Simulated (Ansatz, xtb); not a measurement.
Species: sum formula BIF, charge 0, multiplicity 2. It need not be the lowest isomer of its formula. 
Geometry from a B3LYP-D3(BJ)/def2-TZVP (Ansatz, a first-principles code) optimisation:
```
B
F 1 1.2956
I 1 2.1532 2 123.66
```
Charge 0, spin multiplicity 2.

Harmonic wavenumbers from GFN2-xTB (xtb, at its own minimum), cm⁻¹: 278, 627, 1269.

Question: Give the harmonic wavenumbers at B3LYP-D3(BJ)/def2-TZVP (Ansatz, finite differences of forces, unscaled).

Answer: 263, 558, 1329 cm⁻¹. Zero-point energy 3.1 kcal/mol.

Question: From these and the geometry, give the ideal-gas thermochemistry at 298.15 K and 1 atm (rigid rotor, harmonic oscillator).

Answer: Point group Cs, rotational symmetry number 1. Rotational constants 102.9, 2.768, 2.695 GHz. S(trans) 41.06, S(rot) 23.55, S(vib) 2.20, S(elec, spin only) 1.38, S 68.2 cal/(mol K). H(298) - H(0) 2.79 kcal/mol; G - E(el) -14.5 kcal/mol.
